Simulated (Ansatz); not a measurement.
`C#COC(N)[SiH3]` → `COC1=N[SiH]1C`  (isomerisation)

Isolated molecules relaxed with PBE0-D4/def2-TZVP in Ansatz; ΔE leaves out vibrations. CBS: MP2 limit from def2 TZ/QZ plus the TZ coupled-cluster correction, frozen cores. DFT in def2-TZVPP. One conformer a species, not always the lowest.

```csv
level,ΔE (kJ/mol)
PBE0-D4,-191.0
PBE0,-192.4
HF/def2-TZVPP,-165.9
HF/CBS(def2),-167.6
```

(1) What does CCSD(T)/CBS give? (Estimate.)

Largest T1 diagnostic among the species: 0.014.

Results:

(1) Ansatz gave: -178.9 kJ/mol. The listed levels differ from it by -12.1, -13.5, 13.0, 11.3 kJ/mol.

From PBE to PBE0 (25 % exact exchange), in def2-TZVPP and without D4, ΔE moves by −3.8 kJ/mol. In def2-TZVPP, CCSD(T) changes the Hartree–Fock value by −14.3 kJ/mol (the triples alone add −2.6 kJ/mol) and MP2 by −19.0 kJ/mol.

CCSD(T)/CBS has its own doubt, a few kJ/mol and more with outer-core shells, so smaller differences from it don't rank the levels.
